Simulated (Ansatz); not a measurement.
F₈GeSi₂, SMILES `F[Si](F)(F)[Ge]([F])([F])[Si](F)(F)F`. Total charge 0; spin multiplicity 1.

```
atom   x (Å)   y (Å)   z (Å)
  F1   1.007  -1.581   2.124
 Si2  -0.170  -0.539   2.050
  F3  -1.391  -1.092   2.868
  F4   0.318   0.804   2.708
 Ge5  -0.748  -0.147  -0.239
  F6  -2.086   0.950  -0.243
  F7  -1.381  -1.631  -0.864
 Si8   0.834   0.670  -1.838
  F9   2.037  -0.339  -1.952
 F10   0.183   0.846  -3.256
 F11   1.397   2.059  -1.359
```

(1) List the harmonic frequencies (cm⁻¹, unscaled) at PBE0-D4/def2-TZVP in Ansatz. (Best estimate.)

Results:

(1) Ansatz gave: 10, 18, 40, 71, 93, 113, 162, 163, 179, 183, 189, 249, 271, 309, 311, 314, 318, 471, 487, 708, 720, 847, 873, 986, 993, 996, 1003.
